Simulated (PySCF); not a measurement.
**In²⁺: excitation energy**

In²⁺ [Kr] 4d10 5s1 (2S) → In²⁺ [Kr] 4d9 5s1 5p1 (high-spin determinant), as a difference of total energies. Computed with PySCF 2.14 in aug-cc-pwCVTZ-PP with ECP28MDF (8s7p6d4f1g, 96 functions), with scalar relativity through the core potential. Correlated levels: valence and next inner shell: nothing frozen outside the core potential. The calculations carry no spin-orbit coupling.

```csv
method,excitation energy (eV)
UHF,19.631
LDA,20.767
PBE,20.572
PBE0,20.577
r2SCAN,20.453
wB97X,20.923
B97-3,20.907
BLYP,20.548
HSE06,20.569
MP2 (valence and next inner shell),20.914
SCS-MP2 (valence and next inner shell),20.833
```

How much does correlation contribute at MP2 (valence and next inner shell)?

20.914 − (19.631) = 1.283 eV, measured against UHF.

The determinant of the upper state mixes LS terms, which raises its energy above the lowest term, most at the Hartree-Fock and MP2 levels.
